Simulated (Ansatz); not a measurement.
`F[C@@H]1[AlH][Si@@H]1F`. Charge 0, multiplicity 1. The structure was optimised at the PBE0-D4/def2-TZVP level.

```xyz
8

F     1.433   -1.275   -1.104
C     0.447   -0.447   -0.651
Al   -0.089    1.424   -0.545
Si   -0.452   -0.348    1.002
F     0.511   -0.184    2.282
H    -0.514   -0.644   -1.222
H     0.100    2.868   -1.167
H    -1.435   -1.393    1.404
```

**Question.** What is the dipole moment at PBE/def2-TZVPP? (Best estimate.)

**Answer.** The calculation gave: 2.32 D, with components (-1.52, 1.39, -1.08) D in this frame, pointing from negative to positive charge.

**Question.** And with r2SCAN, B3LYP, ωB97M-V? (Best estimate.)

**Answer.** Ansatz gave: r2SCAN 2.46 D, B3LYP 2.65 D, ωB97M-V 2.71 D.

**Question.** Give the Mulliken charges with PBE, B3LYP, r2SCAN in def2-TZVPP. (Best estimate.)

**Answer.** The calculation gave: 
```tsv
atom	PBE	B3LYP	r2SCAN
F1	-0.18	-0.22	-0.22
C2	-0.03	-0.01	-0.09
Al3	0.19	0.24	0.31
Si4	0.33	0.40	0.42
F5	-0.28	-0.33	-0.33
H6	0.11	0.09	0.11
H7	-0.06	-0.08	-0.11
H8	-0.07	-0.08	-0.09
```

B3LYP here is the variant with VWN-RPA as its local correlation; programs differ in this.
